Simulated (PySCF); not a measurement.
All values below come from B3LYP-D3(BJ)/def2-TZVP // PBE-D3(BJ)/def2-SVP (PySCF). All species are isolated molecules in the gas phase. B3LYP has the VWN-RPA correlation part, as in Gaussian. 

Reference species: [Cd(Br)(H)] (neutral, multiplicity 1).

```yaml
HOMO: -7.81 eV
LUMO: -1.32 eV
mean_distance_from_the_central_atom_to_its_bonded_neighbours: 2.048 Å
coordination_number: 2
```

Changed species: [Cd(Br)2] (0 of 2 Br replaced by H; the reference has 1 of 2 Br replaced by H).

**Question.** Predict the effect on the HOMO, LUMO, mean distance from the central atom to its bonded neighbours and coordination number.

**Answer.** the HOMO falls by 0.32 eV, to -8.13 eV; the LUMO drops by 1.39 eV, to -2.71 eV; the mean distance from the central atom to its bonded neighbours rises by 0.372 Å, to 2.420 Å; the coordination number is nearly the same.
